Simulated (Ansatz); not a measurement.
Cost and result for the atomization energy of C3H4OSi, SMILES `O=C=C=C[SiH3]` (9 atoms, 8 bonds).

Cartesian coordinates in Å:
```
O 2.998 -0.642 -1.375
C 2.060 -0.676 -0.685
C 1.125 -0.876 0.183
C -0.060 -0.596 0.699
Si -1.203 0.736 0.026
H -0.397 -1.173 1.565
H -1.491 1.721 1.102
H -0.545 1.395 -1.126
H -2.488 0.112 -0.389
```

The species carries charge 0 and has multiplicity 1. All single points use the PBE0-D4/def2-TZVP geometry. Program: Ansatz. All runs use 2 threads of an Arm Neoverse V2 on a shared host. Times are those of one run each, without the atoms' runs, and a repeat can differ threefold. Electronic energies, without spin–orbit coupling; frozen cores. CCSD(T)/CBS adds CCSD(T) − MP2 in def2-TZVPP to the MP2 limit, and its time is that of the two runs behind it. T1 = 0.017; the RHF reference is unstable towards UHF. B3LYP takes the VWN-RPA correlation (the form of Gaussian; ORCA's B3LYP/G).

CCSD(T)/CBS is a level of theory with its own doubt, some kJ/mol a heavy atom from the limit and from the frozen cores, so smaller differences don't rank the functionals.

```json
{"level": "ωB97M-V/def2-TZVPP (with forces)", "functions": "222", "atomization (kcal/mol)": "876.2", "difference from CCSD(T)/CBS": "4.4", "per bond": "0.5"}
{"level": "B2PLYP/def2-TZVPP", "functions": "222", "atomization (kcal/mol)": "869.8", "difference from CCSD(T)/CBS": "-2.0", "per bond": "-0.3"}
{"level": "B3LYP-D4/def2-TZVPP (with forces)", "functions": "222", "atomization (kcal/mol)": "878.7", "difference from CCSD(T)/CBS": "6.9", "per bond": "0.9"}
{"level": "CCSD(T)/CBS(def2)", "functions": "–", "atomization (kcal/mol)": "871.8", "difference from CCSD(T)/CBS": "0.0", "per bond": "0.0"}
{"level": "MP2/def2-QZVPP", "functions": "418", "atomization (kcal/mol)": "886.1", "difference from CCSD(T)/CBS": "14.3", "per bond": "1.8"}
{"level": "revPBE-D4/def2-TZVPP", "functions": "222", "atomization (kcal/mol)": "885.3", "difference from CCSD(T)/CBS": "13.5", "per bond": "1.7"}
{"level": "CCSD(T)/def2-TZVPP", "functions": "222", "atomization (kcal/mol)": "848.3", "difference from CCSD(T)/CBS": "-23.5", "per bond": "-2.9"}
{"level": "BLYP-D4/def2-TZVPP", "functions": "222", "atomization (kcal/mol)": "887.2", "difference from CCSD(T)/CBS": "15.4", "per bond": "1.9"}
{"level": "B97M-V/def2-TZVPP", "functions": "222", "atomization (kcal/mol)": "882.7", "difference from CCSD(T)/CBS": "10.9", "per bond": "1.4"}
{"level": "CCSD(T)/def2-SVP", "functions": "94", "atomization (kcal/mol)": "830.0", "difference from CCSD(T)/CBS": "-41.8", "per bond": "-5.2"}
{"level": "r2SCANh-D4/def2-TZVPP", "functions": "222", "atomization (kcal/mol)": "874.2", "difference from CCSD(T)/CBS": "2.4", "per bond": "0.3"}
{"level": "r2SCAN-D4/def2-TZVPP (with forces)", "functions": "222", "atomization (kcal/mol)": "883.9", "difference from CCSD(T)/CBS": "12.1", "per bond": "1.5"}
{"level": "PBE-D4/def2-TZVPP (with forces)", "functions": "222", "atomization (kcal/mol)": "909.6", "difference from CCSD(T)/CBS": "37.8", "per bond": "4.7"}
```

**Question.** Order the runs by time, with rough figures. (An estimate is asked.)

**Answer.** Computed: revPBE-D4/def2-TZVPP 2.4 s; BLYP-D4/def2-TZVPP 2.7 s; PBE-D4/def2-TZVPP (with forces) 3 s; CCSD(T)/def2-SVP 4.4 s; B3LYP-D4/def2-TZVPP (with forces) 5 s; r2SCAN-D4/def2-TZVPP (with forces) 6 s; r2SCANh-D4/def2-TZVPP 6 s; B2PLYP/def2-TZVPP 7.5 s; B97M-V/def2-TZVPP 11 s; ωB97M-V/def2-TZVPP (with forces) 15 s; MP2/def2-QZVPP 24 s; CCSD(T)/def2-TZVPP 110 s; CCSD(T)/CBS(def2) 2.3 min.

From PBE to PBE0 (25 % exact exchange), in def2-TZVPP and without D4, the atomization energy moves by −27.6 kcal/mol: exact exchange takes away binding that semilocal exchange gives to molecules. The D4 term adds +6.7 kcal/mol with B3LYP and +3.5 kcal/mol with PBE0; it sums over pairs of atoms, weighted by their polarisabilities, and B3LYP, whose exchange is more repulsive, gets the larger term. In def2-TZVPP, CCSD(T) changes the Hartree–Fock value by +234.2 kcal/mol (the triples alone add +20.1 kcal/mol) and MP2 by +258.0 kcal/mol; breaking electron pairs costs correlation energy, which Hartree–Fock lacks.
